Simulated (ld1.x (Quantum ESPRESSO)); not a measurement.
**u(r) = r·R(r): atom against pseudo-atom (N)**

Columns: radius, all-electron u(r) and pseudo u(r) of the 2p shell (level -7.09 eV) of nitrogen in the configuration [He] 2s2 2p3; PBE, non-relativistic, TM scheme, ld1.x (Quantum ESPRESSO) 7.5.

| r (bohr) | all-electron | pseudo |
| --- | --- | --- |
| 0.125 | 0.1048 | 0.0302 |
| 0.250 | 0.2880 | 0.1162 |
| 0.375 | 0.4592 | 0.2451 |
| 0.500 | 0.5927 | 0.3976 |
| 0.625 | 0.6871 | 0.5512 |
| 0.750 | 0.7459 | 0.6851 |
| 0.875 | 0.7748 | 0.7837 |
| 1.000 | 0.7806 | 0.8395 |
| 1.125 | 0.7695 | 0.8541 |
| 1.250 | 0.7466 | 0.8348 |
| 1.375 | 0.7160 | 0.7927 |
| 1.500 | 0.6806 | 0.7384 |
| 1.625 | 0.6425 | 0.6807 |
| 1.750 | 0.6033 | 0.6251 |
| 1.875 | 0.5641 | 0.5746 |
| 2.000 | 0.5258 | 0.5297 |
| 2.125 | 0.4887 | 0.4897 |
| 2.250 | 0.4533 | 0.4534 |
| 2.375 | 0.4197 | 0.4197 |
| 2.500 | 0.3881 | 0.3881 |
| 2.625 | 0.3584 | 0.3584 |
| 2.750 | 0.3307 | 0.3307 |
| 2.875 | 0.3049 | 0.3049 |
| 3.000 | 0.2809 | 0.2809 |
| 3.125 | 0.2587 | 0.2587 |
| 3.250 | 0.2381 | 0.2381 |

Question: How many radial nodes do the two functions have?

Answer: The all-electron 2p function has n − l − 1 = 0; the pseudo-wave has 0.

Question: At about which radius was the pseudo-wave matched?

Answer: 2.50 bohr. The columns agree to 0.0005 from 2.25 bohr on; several derivatives are matched, so the curves merge somewhat inside the radius.

Question: Is the pseudo-wave norm-conserving?

Answer: Yes: the TM scheme keeps the norm inside the radius equal to the all-electron one, which fixes the energy derivative of the logarithmic derivative at the level.
